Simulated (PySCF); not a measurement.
## A survey of 15N NMR shifts

- GFN2-xTB geometry
- PBE0/pcSseg-1 with gauge-including orbitals
- run in PySCF 2.14
- fast rotation and ring inversion assumed for equivalent nuclei, a single conformation, no relativistic terms, no solvent

Shieldings were converted by a linear fit to measured shifts: 15N (scatter 6.3 ppm rms vs CH3NO2, solution or neat liquid). A few per cent of atoms miss by over 2 rms, more outside the fitted compound classes.

Problem. Give the 15N shifts of `FC(F)(F)c1cccc2cnnn12`.

Solution. 
```json
{"compound": "[F:1][C:2]([F:3])([F:4])[c:5]1[cH:6][cH:7][cH:8][c:9]2[cH:10][n:11][n:12][n:13]12", "environment": "N11: pyridine-type nitrogen of an azole", "δ (ppm)": "-29.2"}
{"compound": "[F:1][C:2]([F:3])([F:4])[c:5]1[cH:6][cH:7][cH:8][c:9]2[cH:10][n:11][n:12][n:13]12", "environment": "N12: pyridine-type nitrogen of an azole", "δ (ppm)": "-52.2"}
{"compound": "[F:1][C:2]([F:3])([F:4])[c:5]1[cH:6][cH:7][cH:8][c:9]2[cH:10][n:11][n:12][n:13]12", "environment": "N13: pyrrole-type ring nitrogen", "δ (ppm)": "-139.6"}
```

Problem. Order these by 15N shift, lowest first.
A. CO/C(F)=C\NC(C)=O
B. c1ccc2ncccc2c1
C. C=Cc1ccccc1C#N
D. C=C=CC#Cn1cccc1

Solution. A (-268.9 ppm, amide-type nitrogen), D (-237.3 ppm, pyrrole-type ring nitrogen), C (-95.0 ppm, nitrile nitrogen), B (-64.3 ppm, pyridine-type ring nitrogen).
